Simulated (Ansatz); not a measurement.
Program: Ansatz. Geometries: PBE0-D4/def2-TZVP. ΔE: electronic, gas phase. CCSD(T)/CBS adds triple-zeta CCSD(T) − MP2 to the extrapolated MP2 energy (def2 sets, frozen cores). This one scheme is used for every species. DFT in def2-TZVPP. def2 core potentials past Kr. For I outer-core shells are correlated without core-valence functions, which leaves a few kJ/mol of doubt a bond. Each species was taken in one conformer, which may not be the lowest.

Consider the formal exchange of groups at a B–C bond: `FCBI` + `BBC` → `BBCBI` + `CF`.

```csv
level,ΔE (kJ/mol)
LDA (SPW92),-18.0
BHLYP,-18.5
HF/def2-SVP,-20.2
CCSD/CBS(def2),-25.7
```

**Question.** What does CCSD(T)/CBS give? (Estimate.)

**Answer.** Computed: -27.5 kJ/mol. The listed levels differ from it by 9.5, 9.0, 7.3, 1.8 kJ/mol.

Largest T1 diagnostic among the species: 0.012.

Leaving LDA and LC-ωPBE aside and taking each functional with its dispersion term where it has one, the values, not all of them listed here, spread over 7.3 kJ/mol, from PBE-QIDH to B97M-V. The D4 term adds −4.1 kJ/mol with B3LYP and −2.6 kJ/mol with PBE0; it sums over pairs of atoms, weighted by their polarisabilities, and B3LYP, whose exchange is more repulsive, gets the larger term. From BLYP to BHLYP (50 % exact exchange), in def2-TZVPP and without D4, ΔE moves by −3.1 kJ/mol.

B3LYP here is the variant with VWN-RPA as its local correlation; programs differ in this.
